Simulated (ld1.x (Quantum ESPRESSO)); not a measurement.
# Ga: ultrasoft pseudisation with revPBE, scalar-relativistic reference atom.

ld1.x (Quantum ESPRESSO) 7.5 was run on this input:

```
&input
   title='Ga', zed=31., rel=1, dft='REVPBE', iswitch=3,
   config='[Ar] 3d10 4s2 4p0.5',
   nld=3, rlderiv=1.15, eminld=-13.0, emaxld=5.0, deld=0.04
 /
 &inputp
   pseudotype=3, tm=.true., lloc=-2, rcloc=1.05,
   nlcc=.true., rcore=0.65,
   which_augfun='PSQ', rmatch_augfun_nc=.true.,
   file_pseudopw='Ga.UPF', file_wfcaegen='ae.wfc', file_wfcncgen='nc.wfc', file_beta='beta', file_chi='chi', file_wfcusgen='us.wfc'
 /
6
3S  1  0   2.00   0.00  0.85  1.00  0.0
4S  2  0   2.00   0.00  0.85  1.00  0.0
3P  2  1   6.00   0.00  0.95  1.05  0.0
4P  3  1   0.50   0.00  0.95  1.05  0.0
3D  3  2  10.00   0.00  0.80  1.05  0.0
3D  3  2   0.00  -0.90  0.80  1.05  0.0
 &test
   configts(1)='3s2 3p6 3d10 4s2 4p0.5'
 /
```

Command:

```bash
ld1.x < Ga.in > Ga.out
```

Resulting log (shortened: banner, matrices, multipoles, cross overlaps and the repeated all-electron block are left out):

```
Program LD1 v.7.5
     --------------------------- All-electron run ----------------------------

     Ga
     scalar relativistic calculation

     atomic number is 31.00
     dft =REVPBE   lsd =0 sic =0 latt =0  beta=0.20 tr2=1.0E-14
     Exchange-correlation= REVPBE
                           (   1   4   4   4   0   0   0)
     mesh =1205 r(mesh) = 101.09016 a.u. xmin = -7.00 dx = 0.01250
     1 Ry =  13.60569312 eV, c = 137.03599908

     n l     nl                  e(Ry)          e(Ha)          e(eV)
     1 0     1S 1( 2.00)      -752.2251      -376.1126    -10234.5440
     2 0     2S 1( 2.00)       -93.0688       -46.5344     -1266.2655
     2 1     2P 1( 6.00)       -81.0367       -40.5183     -1102.5598
     3 0     3S 1( 2.00)       -11.1728        -5.5864      -152.0142
     3 1     3P 1( 6.00)        -7.5475        -3.7737      -102.6890
     3 2     3D 1(10.00)        -1.6855        -0.8427       -22.9318
     4 0     4S 1( 2.00)        -0.9073        -0.4536       -12.3442
     4 1     4P 1( 0.50)        -0.4084        -0.2042        -5.5565

     final scf error:  4.4E-16 reached in  36 iterations

     Etot =   -3888.046402 Ry,   -1944.023201 Ha,  -52899.566200 eV

     Ekin =    3954.183004 Ry,    1977.091502 Ha,   53799.400505 eV
     Encl =   -9360.854688 Ry,   -4680.427344 Ha, -127360.916259 eV
     Eh   =    1669.722242 Ry,     834.861121 Ha,   22717.728428 eV
     Exc  =    -151.096960 Ry,     -75.548480 Ha,   -2055.778875 eV

     normalization and overlap integrals

     s(1S/1S) =  1.000000  <r> =   0.0486  <r2> =    0.0032  r(max) =   0.0319
     s(2S/2S) =  1.000000  <r> =   0.2178  <r2> =    0.0560  r(max) =   0.1833
     s(2P/2P) =  1.000000  <r> =   0.1907  <r2> =    0.0446  r(max) =   0.1464
     s(3S/3S) =  1.000000  <r> =   0.6517  <r2> =    0.4905  r(max) =   0.5647
     s(3P/3P) =  1.000000  <r> =   0.6791  <r2> =    0.5441  r(max) =   0.5647
     s(3D/3D) =  1.000000  <r> =   0.8091  <r2> =    0.8580  r(max) =   0.5371
     s(4S/4S) =  1.000000  <r> =   2.2834  <r2> =    6.0319  r(max) =   1.8748
     s(4P/4P) =  1.000000  <r> =   3.1121  <r2> =   11.4819  r(max) =   2.4073

     ------------------------ End of All-electron run ------------------------

     --------------------- Generating US pseudopotential ---------------------

      Generating local potential from pseudized AE potential:
      Matching radius rcloc =   1.0500
      Enforcing V''(0)=0 (lloc=-2)

      Local pseudo, rcloc= 1.042 Estimated cut-off energy=    29.19 Ry

      Computing core charge for nlcc:

       r > 0.66 : true rho core
       r < 0.66 : rho core = a sin(br)/r    a=   0.38  b=   4.40

      Integrated core pseudo-charge :   0.06
      Wfc-us  3S rcutus= 0.991  Estimated cut-off energy=    53.99 Ry
      Wfc-us  4S rcutus= 0.991  Estimated cut-off energy=   107.42 Ry
      Wfc-us  3P rcutus= 1.042  Estimated cut-off energy=    76.79 Ry
      Wfc-us  4P rcutus= 1.042  Estimated cut-off energy=   140.35 Ry
      Wfc-us  3D rcutus= 1.042  Estimated cut-off energy=   106.73 Ry
      Wfc-us  3D rcutus= 1.042  Estimated cut-off energy=   112.23 Ry

     Q pseudized with Bessel functions
     Expected ecutrho=     638.7398 due to l1=  2   l2=  2

     ------------------- End of pseudopotential generation -------------------

     Computing logarithmic derivative in   1.14429
     Computing logarithmic derivative in   1.14429
     Computing the partial wave expansion
     R is outside the sphere for l=    0 j= 0.00
     R is outside the sphere for l=    0 j= 0.00
     R is outside the sphere for l=    1 j= 0.00
     R is outside the sphere for l=    1 j= 0.00
     R is outside the sphere for l=    2 j= 0.00
     R is outside the sphere for l=    2 j= 0.00

     ---------------------- Testing the pseudopotential ----------------------

     Ga
     scalar relativistic calculation

     atomic number is 31.00   valence charge is 21.00
     dft =REVPBE   lsd =0 sic =0 latt =0  beta=0.20 tr2=1.0E-14
     mesh =1205 r(mesh) = 101.09016 xmin = -7.00 dx = 0.01250

     n l     nl             e AE (Ry)        e PS (Ry)    De AE-PS (Ry)
     1 0     3S   1( 2.00)      -11.17284      -11.17269       -0.00015
     2 1     3P   1( 6.00)       -7.54750       -7.54737       -0.00013
     3 2     3D   1(10.00)       -1.68546       -1.68535       -0.00011
     2 0     4S   1( 2.00)       -0.90728       -0.90724       -0.00004
     3 1     4P   1( 0.50)       -0.40840       -0.40837       -0.00003

     eps = 2.2E-15  iter =  6

     Etot =   -3888.046402 Ry,   -1944.023201 Ha,  -52899.566200 eV
     Etotps =  -520.088412 Ry,    -260.044206 Ha,   -7076.163325 eV

     Ekin =     168.350485 Ry,      84.175242 Ha,    2290.525034 eV
     Encl =   -1049.297557 Ry,    -524.648778 Ha,  -14276.420550 eV
     Ehrt =     447.135949 Ry,     223.567975 Ha,    6083.594510 eV
     Ecxc =     -45.468520 Ry,     -22.734260 Ha,    -618.630732 eV
     (Ecc =      -0.052623 Ry,      -0.026311 Ha,      -0.715971 eV)
     Epseu=     -40.808769 Ry,     -20.404384 Ha,    -555.231586 eV

     ---------------------- End of pseudopotential test ----------------------
```

Generation and configuration tests took about 2.4 s on one core of a shared server CPU.
